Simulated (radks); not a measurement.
Valence configurations of the tin ion Sn2+ (all share [Kr]). All-electron calculation, scalar-relativistic Kohn-Sham, PBE, spin-polarised, spherical densities, finite nucleus; open shells are filled with parallel spins first (spin-orbit coupling, left out, can overturn this in heavy ions); Fermi nuclear charge, rms radius 4.6519 fm. Program: a radial shooting solver on a logarithmic mesh with Libxc functionals. Energies are relative to 4d10 5s2; eigenvalues in eV for spin up.

4d10 5s2: E (eV) 0.000; moment (Bohr magnetons) 0; e(4d) -43.209; e(5s) -26.091
4d10 5s1.5 5p0.5: E (eV) 3.928; moment (Bohr magnetons) 1; e(4d) -44.004; e(5p) -18.598; e(5s) -26.980
4d10 5s1 5p1: E (eV) 7.438; moment (Bohr magnetons) 2; e(4d) -44.738; e(5p) -19.293; e(5s) -27.774
4d9 5s2 5p1: E (eV) 27.083; moment (Bohr magnetons) 2; e(4d) -50.058; e(5p) -20.262; e(5s) -29.266
4d9 5s1 5p2: E (eV) 34.156; moment (Bohr magnetons) 4; e(4d) -51.378; e(5p) -21.476; e(5s) -30.662
4d8 5s2 5p2: E (eV) 57.578; moment (Bohr magnetons) 4; e(4d) -56.814; e(5p) -22.449; e(5s) -32.139
4d10 5p2: E (eV) 15.957; moment (Bohr magnetons) 2; e(4d) -46.058; e(5p) -19.995
4d9 5p3: E (eV) 43.378; moment (Bohr magnetons) 4; e(4d) -52.616; e(5p) -22.109

NIST lists [Kr] 4d10 5s2 as the ground configuration; this level of theory agrees among the configurations tried. The energies are those of spherical high-spin densities, not of single terms.
